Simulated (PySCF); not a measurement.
## `InChI=1S/C4H6N2OS/c1-8(7)4-5-2-3-6-4/h2-3H,1H3,(H,5,6)/p+1/t8-/m0/s1`, charge +1

Cartesian coordinates in Å; atom numbers follow the order of the lines, from 1:
```xyz
15

C     2.443    0.259   -0.096
S     1.459   -1.001    0.813
O     1.379   -2.165   -0.041
C    -0.184   -0.198    0.379
N    -0.979   -0.862   -0.458
C    -2.164   -0.206   -0.587
C    -2.089    0.895    0.212
N    -0.856    0.874    0.804
H     2.133    0.317   -1.134
H     2.352    1.219    0.400
H     3.477   -0.073   -0.055
H    -0.692   -1.732   -0.899
H    -2.958   -0.551   -1.217
H    -2.807    1.668    0.396
H    -0.520    1.564    1.462
```

Total charge +1.

Theory: GIAO B3LYP/pcSseg-1 magnetisability, rotational g tensor and spin-rotation constants, non-relativistic, gas phase in PySCF. Geometry: GFN2-xTB.

For an ion the centre-of-mass motion in the field is neglected.

Problem. How diamagnetic is it, and how anisotropic?

Solution. Isotropic -1190 × 10⁻³⁰ J/T², or -71.7 × 10⁻⁶ cm³/mol; principal values -1636, -991, -943 × 10⁻³⁰ J/T², anisotropy 670 × 10⁻³⁰ J/T² (root of half the summed squared differences of the principal values). The susceptibility is in cgs units.

Problem. Split it along the inertial axes a, b, c into diamagnetic and paramagnetic parts about the centre of mass, with the quadrupole moment.

Solution. 
| axis | χ (10⁻⁶ cm³/mol) | diamagnetic (10⁻⁶ cm³/mol) | paramagnetic (10⁻⁶ cm³/mol) | summed x² of all electrons (Å²) | quadrupole Θ (D Å) |
| --- | --- | --- | --- | --- | --- |
| a | -60.1 | -403.6 | 343.5 | 212.9 | +14.73 |
| b | -61.9 | -1022.7 | 960.8 | 67.0 | -0.09 |
| c | -93.1 | -1187.4 | 1094.3 | 28.2 | -14.65 |

Anisotropies 2χaa − χbb − χcc = +34.8 and 2χbb − χaa − χcc = +29.4 × 10⁻⁶ cm³/mol. Θ is traceless in Buckingham's convention.

Problem. And the rotational g tensor?

Solution. 
| axis | rotational constant (GHz) | g | nuclear part | electronic part |
| --- | --- | --- | --- | --- |
| a | 3.9302 | -0.0384 | 0.5959 | -0.6343 |
| b | 1.2441 | -0.0060 | 0.5556 | -0.5616 |
| c | 1.0599 | +0.0147 | 0.5596 | -0.5449 |

Asymmetric top; isotopes 12C, 1H, 14N, 16O, 32S; no vibrational averaging.
